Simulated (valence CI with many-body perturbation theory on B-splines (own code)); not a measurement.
Forbidden lines of Sb XLVII

Method: configuration interaction combined with many-body perturbation theory (CI+MBPT): three valence electrons over a frozen Dirac-Fock core [He], radial functions for each j: 11 s, 11 p, 9 d, 7 f, 5 g, 2 h, 1 i, with the one-electron correlation potential Σ1, the two-electron term Σ2, the three-electron term Σ3, Breit, model QED; selected CI, second order for the rest (own B-spline code, finite nucleus).

The last digits are not significant, and no measured levels were compared; by estimate large intervals hold to a few tenths of a per cent, small ones and those within an open d or f shell to about a per cent.

Lines 1 to 25 of 25 in falling wavelength, among levels below 42965 × 10³ cm⁻¹, chosen from the decays that carry over 1 % of a level's rate. Wavelengths and rates use the calculated energies. Electric multipoles are in the length gauge, E1 and E2 with the static RPA response of the core. Weak lines are less certain than strong ones. Lines between different terms over intervals too small for the method are left out, as are lines whose strength nearly cancels. The highest levels of a list are the least certain.

Levels are named by their leading jj configuration (3d3/2^4 stands for four electrons in 3d with j = 3/2), which in mixed levels can hold well under half, so a name can repeat and another be missing. Letters in brackets count levels of one name in rising energy.

```tsv
λ vac (Å)	Upper	Lower	Type	A (s⁻¹)	Branch %
53.02	(2s 2p1/2 2p3/2) J=3/2 [a]	(2s 2p1/2^2) J=1/2	M1	9.13e+07	4.2
44.46	(2s^2 2p3/2) J=3/2	(2s^2 2p1/2) J=1/2	M1	1.00e+08	37.8
2.871	(2s 2p3/2 3p3/2) J=7/2	(2s 2p3/2^2) J=3/2	E2	6.49e+09	1.8
2.861	(2s^2 3p1/2) J=1/2	(2s^2 2p3/2) J=3/2	E2	3.07e+11	13.7
2.825	(2s 2p3/2 3p3/2) J=7/2	(2s 2p3/2^2) J=5/2	E2	9.28e+10	25.1
2.818	(2s 2p3/2 3p3/2) J=1/2 [b]	(2s 2p3/2^2) J=3/2	E2	1.62e+11	4.3
2.815	(2s 2p1/2 3p3/2) J=5/2	(2s 2p1/2 2p3/2) J=5/2	E2	8.53e+10	1.4
2.788	(2s 2p3/2 3d5/2) J=9/2	(2s 2p3/2^2) J=5/2	M2	4.02e+09	43.0
2.788	(2s 2p3/2 3d5/2) J=9/2	(2s 2p3/2^2) J=5/2	E3	1.98e+08	2.1
2.774	(2s 2p3/2 3p3/2) J=1/2 [b]	(2s 2p3/2^2) J=5/2	E2	6.74e+10	1.8
2.663	(2s 2p3/2 3p3/2) J=7/2	(2s 2p1/2 2p3/2) J=5/2	E2	8.94e+10	24.2
2.656	(2s 2p1/2 3p3/2) J=5/2	(2s 2p1/2^2) J=1/2	E2	1.67e+11	2.8
2.646	(2s 2p3/2 3p3/2) J=7/2	(2s 2p1/2 2p3/2) J=3/2 [a]	E2	1.24e+11	33.7
2.644	(2s 2p3/2 3p3/2) J=1/2 [b]	(2s 2p1/2 2p3/2) J=3/2 [b]	E2	1.75e+11	4.6
2.630	(2s 2p3/2 3d5/2) J=9/2	(2s 2p1/2 2p3/2) J=5/2	M2	8.10e+08	8.7
2.630	(2s 2p3/2 3d5/2) J=9/2	(2s 2p1/2 2p3/2) J=5/2	E3	2.03e+08	2.2
2.614	(2s 2p3/2 3d5/2) J=9/2	(2s 2p1/2 2p3/2) J=3/2 [a]	E3	3.50e+08	3.7
2.570	(2p1/2 2p3/2 3d3/2) J=7/2	(2s 2p1/2 2p3/2) J=3/2 [b]	E2	2.34e+11	19.9
2.547	(2p1/2^2 3d3/2) J=3/2	(2s 2p1/2^2) J=1/2	E2	8.03e+11	1.3
2.545	(2p1/2 2p3/2 3d3/2) J=7/2	(2s 2p1/2 2p3/2) J=5/2	E2	4.10e+11	34.8
2.535	(2p1/2 2p3/2 3d3/2) J=5/2 [a]	(2s 2p1/2 2p3/2) J=3/2 [a]	E2	4.04e+11	1.1
2.534	(2p1/2 2p3/2 3d3/2) J=1/2 [a]	(2s 2p1/2 2p3/2) J=3/2 [a]	E2	7.43e+11	1.5
2.533	(2p1/2 2p3/2 3d5/2) J=9/2	(2s 2p1/2 2p3/2) J=5/2	E2	8.46e+11	78.5
2.529	(2p1/2 2p3/2 3d3/2) J=7/2	(2s 2p1/2 2p3/2) J=3/2 [a]	E2	1.79e+11	15.2
2.525	(2p1/2 2p3/2 3d5/2) J=7/2	(2s 2p1/2 2p3/2) J=3/2 [a]	E2	6.56e+11	5.9
```
